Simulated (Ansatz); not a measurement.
GeMeF3 (CH3F3Ge). Charge 0, multiplicity 1. Geometry PBE0-D4/def2-SVP, basis def2-TZVP, Ansatz.

```xyz
8

Ge   -0.6714   -0.0201   -0.4984
C     0.8612    0.0257    0.6393
H     1.3982    0.9718    0.4883
H     1.5221   -0.8164    0.3934
H     0.5394   -0.0522    1.6865
F    -1.5613   -1.4852   -0.3805
F    -0.2855    0.1470   -2.1645
F    -1.8027    1.2294   -0.1642
```

```tsv
run	HOMO (eV)	LUMO (eV)
A	-8.84	-1.29
B	-12.01	0.66
C	-14.20	3.01
D	-13.29	2.14
E	-8.93	-1.28
F	-10.54	-0.21
```

LC-ωPBE has ω = 0.4 bohr⁻¹.

Task: The runs used BHLYP, BLYP, HF, LC-ωPBE, PBE, PBE0. Estimate which is which.

Result: A BLYP (0 % exact exchange); B BHLYP (50 % exact exchange); C HF (100 % exact exchange); D LC-ωPBE (range-separated); E PBE (0 % exact exchange); F PBE0 (25 % exact exchange). Exact exchange lowers occupied and raises empty levels; among semilocal functionals meta-GGAs tend to open the gap a little, and such runs are hard to tell apart. The gap grows from 7.55 eV (BLYP) to 17.21 eV (HF).
